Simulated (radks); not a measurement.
Radial electron density D(r) = 4 pi r^2 rho(r) of an atom or ion with 31 electrons. Calculated with a radial shooting solver on a logarithmic mesh with Libxc functionals: scalar-relativistic Kohn-Sham, PBE, spin-polarised, spherical densities, finite nucleus; Fermi nuclear charge, rms radius of each element as measured or else 0.836 A^(1/3) + 0.57 fm.

```
   r/bohr * D(r) (the largest magnitude, 69.4, reaches the edge; | marks zero)
 0.001663 | *
  0.00189 | *
 0.002148 |  *
 0.002442 |   *
 0.002775 |    *
 0.003129 |     *
 0.003556 |      *
 0.004042 |       *
 0.004593 |         *
 0.005221 |           *
 0.005934 |              *
  0.00669 |                *
 0.007604 |                   *
 0.008642 |                       *
 0.009822 |                          *
  0.01116 |                              *
  0.01259 |                                 *
  0.01431 |                                    *
  0.01626 |                                       *
  0.01848 |                                          *
    0.021 |                                           *
  0.02368 |                                           *
  0.02691 |                                           *
  0.03059 |                                         *
  0.03477 |                                       *
  0.03951 |                                      *
  0.04455 |                                     *
  0.05063 |                                     *
  0.05755 |                                       *
  0.06541 |                                          *
  0.07434 |                                              *
  0.08449 |                                                   *
  0.09526 |                                                     *
   0.1083 |                                                      *
   0.1231 |                                                    *
   0.1399 |                                               *
    0.159 |                                         *
   0.1792 |                                    *
   0.2037 |                                  *
   0.2315 |                                   *
   0.2631 |                                      *
   0.2991 |                                         *
   0.3372 |                                         *
   0.3832 |                                     *
   0.4356 |                               *
    0.495 |                      *
   0.5626 |               *
   0.6344 |          *
    0.721 |      *
   0.8195 |    *
   0.9314 |   *
    1.059 |  *
    1.203 | *
    1.356 |*
    1.542 *
    1.752 *
    1.991 *
    2.263 *
    2.552 *
```

What is the nuclear charge?

Answer. Z = 44. The innermost maximum, from 1s, lies near gamma/Z bohr with gamma = sqrt(1 - (Z/c)^2) = 0.947, here 0.0215 bohr (found: 0.0235), and its height grows with Z. The density is that of the ruthenium ion Ru13+ in [Ar] 3d10 4s2 4p1; the configuration itself is not fixed sharply by these data, and Z only to a few units. D(r) has 3 maxima, at r = 0.0235, 0.104, 0.321 bohr, and minima at 0.0471, 0.207 bohr, inside which lie 2.03, 11.11 electrons.
